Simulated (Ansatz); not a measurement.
Calculated with Ansatz (gas phase, PBE0-D4/def2-TZVP geometries, no zero-point term in ΔE). CBS: MP2 limit from def2 TZ/QZ plus the TZ coupled-cluster correction, frozen cores. This one scheme is used for every species. DFT in def2-TZVPP. B3LYP here is the variant with VWN-RPA as its local correlation; programs differ in this. HSE06 is defined as in plane-wave codes. For Ge outer-core shells are correlated without core-valence functions, which leaves a few kJ/mol of doubt a bond. Scalar relativity is left out up to krypton. Each species was taken in one conformer, which may not be the lowest.

Reaction (ligand exchange at a Ge–C bond): `[CH3][Ge]([OH])([OH])[F]` + H–F → `[OH][Ge]([OH])([F])[F]` + CH₄

Question: Is it downhill or uphill in electronic energy at CCSD(T)/CBS, and by how much? (An estimate is asked.)

Answer: Ansatz gave: Downhill: ΔE = -0.56 eV.

Question: What do these levels give: B3LYP-D4, HSE06-D4, PBE0, HF/def2-SVP, HF/def2-TZVPP, CCSD/def2-TZVPP? (An estimate is asked.)

Answer: The calculation gave: B3LYP-D4 -0.67, HSE06-D4 -0.60, PBE0 -0.63, HF/def2-SVP -0.85, HF/def2-TZVPP -0.89, CCSD/def2-TZVPP -0.66 eV.

Largest T1 diagnostic among the species: 0.012.

Leaving LDA and LC-ωPBE aside and taking each functional with its dispersion term where it has one, the values, not all of them listed here, spread over 0.21 eV, from B97M-V to revPBE-D4. LDA lies +0.09 eV from PBE without D4. From r2SCAN to r2SCAN0 (25 % exact exchange), in def2-TZVPP and without D4, ΔE moves by +0.04 eV. At CCSD(T), def2-SVP lies −0.27 eV from the extrapolated value and def2-TZVPP −0.09 eV.
